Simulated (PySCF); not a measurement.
Compound: [ReNF4]2- (charge -2 and singlet state).
Bonds: Re1–N2, Re1–F3, Re1–F4, Re1–F5, Re1–F6.

Method used: PBE0-D3(BJ)/def2-SVP geometry optimisation, gas phase, def2 core potentials past Kr (PySCF 2.14.0).

**Question.** How far are the bound atoms from Re1?

**Answer.** 5 atoms: N2 1.662 Å, F6 2.012 Å, F5 2.012 Å, F3 2.012 Å, F4 2.012 Å.

**Question.** List the angles at Re1.

**Answer.** 
```json
{"angle": "F3–Re1–F5", "degrees": "139.6", "distance of the outer atoms (Å)": "3.78"}
{"angle": "F4–Re1–F6", "degrees": "139.6", "distance of the outer atoms (Å)": "3.78"}
{"angle": "N2–Re1–F4", "degrees": "110.2", "distance of the outer atoms (Å)": "3.02"}
{"angle": "N2–Re1–F6", "degrees": "110.2", "distance of the outer atoms (Å)": "3.02"}
{"angle": "N2–Re1–F5", "degrees": "110.2", "distance of the outer atoms (Å)": "3.02"}
{"angle": "N2–Re1–F3", "degrees": "110.2", "distance of the outer atoms (Å)": "3.02"}
{"angle": "F5–Re1–F6", "degrees": "83.2", "distance of the outer atoms (Å)": "2.67"}
{"angle": "F3–Re1–F4", "degrees": "83.1", "distance of the outer atoms (Å)": "2.67"}
{"angle": "F4–Re1–F5", "degrees": "83.1", "distance of the outer atoms (Å)": "2.67"}
{"angle": "F3–Re1–F6", "degrees": "83.1", "distance of the outer atoms (Å)": "2.67"}
```

**Question.** Describe the arrangement about Re1 in numbers.

**Answer.** τ5 = (β − α)/60° = 0.00 from the two widest angles, 139.6° and 139.6° (0 for a square pyramid, 1 for a trigonal bipyramid).

**Question.** What are the rotational constants (commonest isotopes, rigid rotor)?

**Answer.** A = 2433, B = 2433, C = 1865 MHz: an oblate symmetric top.

Point group: C4v (tolerance 0.08 Å). Charge -2, singlet. Whether so highly charged an anion holds all its electrons in the gas phase wasn't checked; a finite basis holds them in any case. No counter-ion or solvent screens the charge of this multiply charged ion. The geometry's basis has no diffuse functions, a weakness for an anion. No frequency check.

Time: 28 s. Hardware: x86-64 server, one thread, on a shared host. These figures are those of the optimisation.
